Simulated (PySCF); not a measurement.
Cost of one run: core-ionisation job, Be(CCH)2 (`C#[C][Be][C]#C`).

Method: delta-SCF UKS SCAN, pcX-2 on the ionised atom, pcseg-1 elsewhere, spin-free X2C (PySCF 2.14.0). Geometry: PBE0-D3(BJ)/def2-SVP. Work: ΔSCF core ionisation, 3 holes, density fitting. The input is one job of a driver script: a line of settings, then coordinates in Å.

Input:
```
{"job": {"kind": "xps", "metal_2p": true}, "charge": 0, "multiplicity": 1}
Be     0.000362     0.007407     0.000041
C      0.002332    -0.006156     1.632498
C      0.003612    -0.018833     2.854909
H      0.005132    -0.029475     3.931601
C     -0.001514     0.014875    -1.632453
C     -0.003557     0.015601    -2.854930
H     -0.006378     0.016582    -3.931666
```

Hardware: an Arm Neoverse V1 with one thread, no GPU, shared host.

Problem. How large is the largest of the mixed bases?

Solution. 106 functions.

Problem. Estimate the wall time.

Solution. About 8.9 s. The run took 60 SCF cycles in all, 3.0 s a hole on average.

Other jobs ran on the host; a repeat could differ by tens of per cent or more.
